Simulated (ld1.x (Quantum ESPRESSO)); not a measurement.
Varying the TM semilocal potential for bismuth (Bi)

Base potential:

bismuth, norm-conserving Troullier–Martins (semilocal form), made with ld1.x (Quantum ESPRESSO) 7.5 (PBE, scalar-relativistic). Core [Xe] 4f14 5d10, reference 6s2 6p1.5 (charge +1.5). Waves: 6s (bound): rc 1.80 bohr; 6p (bound): rc 1.90 bohr. Local part: the p channel. Core correction: a·sin(br)/r model core, default radius (core density twice the valence density).

All-electron outer shells of the reference configuration (PBE, scalar-relativistic, ld1.x):

```json
{"shell": "6s", "level (eV)": "-26.31", "outermost node (bohr)": "0.98", "outermost maximum (bohr)": "1.86"}
{"shell": "6p", "level (eV)": "-15.22", "outermost node (bohr)": "1.14", "outermost maximum (bohr)": "2.32"}
```

Cutoffs, loose and tight: the cutoffs (Ry, on a coarse ladder) from which the occupation-weighted sum of valence levels, in a spherical-Bessel basis at the reference potential, stays within 10 and 1 mRy of its value at 400 Ry. They do not see the model core or the augmentation charge, which bear on the density cutoff. Test errors are all-electron minus pseudo excitation energies from the reference, over the configurations 6s2 6p3; 6s2 6p2; 6s2 6p1; 6s2 6p2.5; 6s1 6p3; 6s2 6p0; 6s1 6p4. A dash means not determined; rows that change the core or the reference have their own tests.

A true bound ghost makes a file unfit for plane-wave use even where its test errors are small: the radial tests pick states by their node count and pass the ghost by.

A semilocal file is local in each channel, so a ghost entry of none says nothing of the separable form that plane-wave codes build from it.

| change | outcome | cutoff, loose | cutoff, tight | bound ghosts | largest test error (meV) |
| --- | --- | --- | --- | --- | --- |
| base | generated | 30 Ry | 55 Ry | none | -116 |
| wave 6p (bound): rc 1.90 bohr becomes 6p (bound): rc 1.60 bohr | generated | 90 Ry | 120 Ry | none | -131 |
| wave 6p (bound): rc 1.90 bohr becomes 6p (bound): rc 1.78 bohr | generated | 35 Ry | 80 Ry | none | -118 |
| wave 6p (bound): rc 1.90 bohr becomes 6p (bound): rc 2.12 bohr | generated | 25 Ry | 50 Ry | none | -113 |
| wave 6p (bound): rc 1.90 bohr becomes 6p (bound): rc 2.36 bohr | generated | 25 Ry | 50 Ry | none | -112 |
| wave 6p (bound): rc 1.90 bohr becomes 6p (bound): rc 2.50 bohr | generated | 25 Ry | 50 Ry | none | -112 |
| wave 6p (bound): rc 1.90 bohr becomes 6p (bound): rc 2.70 bohr | generated | 25 Ry | 50 Ry | none | -116 |
| wave 6p (bound): rc 1.90 bohr becomes 6p (bound): rc 2.86 bohr | generated | 25 Ry | 50 Ry | none | -125 |

**Question.** What comes out with this change to the base: wave 6p (bound): rc 1.90 bohr becomes 6p (bound): rc 1.20 bohr?

**Answer.** outcome: failed: run_pseudo: Errors in PS-KS equation. Cause: the pseudo-atom solver did not find the valence states with the expected number of nodes, which is the usual sign of a ghost state.

**Question.** What comes out with this change to the base: wave 6p (bound): rc 1.90 bohr becomes 6p (bound): rc 1.42 bohr?

**Answer.** outcome: generated; cutoff, loose: 110 Ry; cutoff, tight: 300 Ry; bound ghosts: p (extra level of the local part); largest test error (meV): -126.

**Question.** What comes out with this change to the base: wave 6p (bound): rc 1.90 bohr becomes 6p (bound): rc 2.00 bohr?

**Answer.** outcome: generated; cutoff, loose: 30 Ry; cutoff, tight: 50 Ry; bound ghosts: none; largest test error (meV): -114.

Reading the sweep of the p radius (base included, trends over the rows without a ghost): The loose cutoff falls from 90 Ry at 1.6 to 25 Ry at 2.86 bohr. A larger radius leaves more room for a smooth pseudo-wave, so fewer plane waves are needed; a smaller one forces it to follow the all-electron wave where it bends sharply. The median size of the test errors (rows with all tests solved) is not monotonic: lowest 4.4 meV at 1.6 bohr, highest 15.6 meV at 2.36 bohr. Bound ghosts are found at 1.42 bohr. The generation fails at 1.2 bohr.
